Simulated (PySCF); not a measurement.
A calculated (PBE0, PySCF 2.14, ANO-RCC-VTZP, the spin-free X2C one-electron Hamiltonian (Gaussian nucleus)) atom or ion has these occupied shells.

```json
{"shell": "1s β", "electrons": "1", "orbital energy (eV)": "-37288.7", "rms radius, mean of both spins (bohr)": "0.0292"}
{"shell": "1s α", "electrons": "1", "orbital energy (eV)": "-37288.7", "rms radius, mean of both spins (bohr)": "0.0292"}
{"shell": "2s α", "electrons": "1", "orbital energy (eV)": "-5925.3", "rms radius, mean of both spins (bohr)": "0.119"}
{"shell": "2s β", "electrons": "1", "orbital energy (eV)": "-5925.2", "rms radius, mean of both spins (bohr)": "0.119"}
{"shell": "2p α", "electrons": "3", "orbital energy (eV)": "-5317.8", "rms radius, mean of both spins (bohr)": "0.106"}
{"shell": "2p β", "electrons": "3", "orbital energy (eV)": "-5317.8", "rms radius, mean of both spins (bohr)": "0.106"}
{"shell": "3s α", "electrons": "1", "orbital energy (eV)": "-1266.3", "rms radius, mean of both spins (bohr)": "0.311"}
{"shell": "3s β", "electrons": "1", "orbital energy (eV)": "-1266.3", "rms radius, mean of both spins (bohr)": "0.311"}
{"shell": "3p α", "electrons": "3", "orbital energy (eV)": "-1069.7", "rms radius, mean of both spins (bohr)": "0.311"}
{"shell": "3p β", "electrons": "3", "orbital energy (eV)": "-1069.7", "rms radius, mean of both spins (bohr)": "0.311"}
{"shell": "3d α", "electrons": "5", "orbital energy (eV)": "-781.45", "rms radius, mean of both spins (bohr)": "0.289"}
{"shell": "3d β", "electrons": "5", "orbital energy (eV)": "-781.43", "rms radius, mean of both spins (bohr)": "0.289"}
{"shell": "4s α", "electrons": "1", "orbital energy (eV)": "-257.09", "rms radius, mean of both spins (bohr)": "0.716"}
{"shell": "4s β", "electrons": "1", "orbital energy (eV)": "-257.06", "rms radius, mean of both spins (bohr)": "0.716"}
{"shell": "4p α", "electrons": "3", "orbital energy (eV)": "-192.81", "rms radius, mean of both spins (bohr)": "0.762"}
{"shell": "4p β", "electrons": "3", "orbital energy (eV)": "-192.78", "rms radius, mean of both spins (bohr)": "0.762"}
{"shell": "4d α", "electrons": "5", "orbital energy (eV)": "-98.078", "rms radius, mean of both spins (bohr)": "0.863"}
{"shell": "4d β", "electrons": "5", "orbital energy (eV)": "-98.041", "rms radius, mean of both spins (bohr)": "0.863"}
{"shell": "5s α", "electrons": "1", "orbital energy (eV)": "-40.763", "rms radius, mean of both spins (bohr)": "1.75"}
{"shell": "5s β", "electrons": "1", "orbital energy (eV)": "-40.517", "rms radius, mean of both spins (bohr)": "1.75"}
{"shell": "5p α", "electrons": "3", "orbital energy (eV)": "-24.999", "rms radius, mean of both spins (bohr)": "2.05"}
{"shell": "5p β", "electrons": "3", "orbital energy (eV)": "-24.611", "rms radius, mean of both spins (bohr)": "2.05"}
{"shell": "5d α", "electrons": "1", "orbital energy (eV)": "-7.257", "rms radius, mean of both spins (bohr)": "4.14"}
```

Task: Name the element and its charge.

Result: Ba⁺ (barium, charge +1), in [Xe] 5d1, 2D determinant (an excited configuration).
